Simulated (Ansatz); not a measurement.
The cluster Ti2O4⁺, relaxed as a doublet with UKS r2SCAN-D4/def2-SVP in Ansatz, starting from the GFN2-xTB geometry. Force threshold 0.02 eV/Å.

The structure holds 2 bond(s) between oxygen atoms. The charge 1 doublet is spin-contaminated (final ⟨S²⟩ up to 1.17, 0.75 for a pure state). The relaxation made no stability test and no search for a lower SCF solution. No other spin state of charge 1 was run. Another isomer (doublet) lies 4.72 eV lower at PBE0-D4/def2-TZVP; other spin states weren't run for this one.

Start:

```xyz
6

Ti   -1.211    1.680   -0.723
Ti    0.541   -0.749    0.323
O     1.158   -0.061   -1.167
O    -1.159   -1.155    0.180
O     1.495    0.689    0.019
O    -0.824   -0.404    1.367
```

Problem. Estimate the energy that the relaxation releases and the steps that it takes.

Solution. 106.9 kcal/mol, in 10 steps; 2.8 min on 4 threads of Arm Neoverse V2 on a shared host. No frequencies were taken in this run, so the end may be a saddle point.

Problem. Does the start keep its bonding and symmetry?

Solution. Bonds formed: Ti1–O3, Ti1–O4, Ti1–O5, Ti1–O6 (atoms count from 1). Point group C2v at the start, C2v at the end, both within 0.05 Å.

Problem. Predict the relaxed structure.

Solution. 
Cartesian coordinates in Å:
```
Ti -0.685 0.948 -0.410
Ti 0.620 -0.859 0.371
O 0.994 0.136 -1.258
O -1.301 -0.945 0.075
O 1.333 0.900 -0.056
O -0.962 -0.181 1.278
```
Bond lengths (bridged metal pairs left out): 8 × O–Ti 1.95 to 2.05 Å; 2 × O–O 1.46 Å.
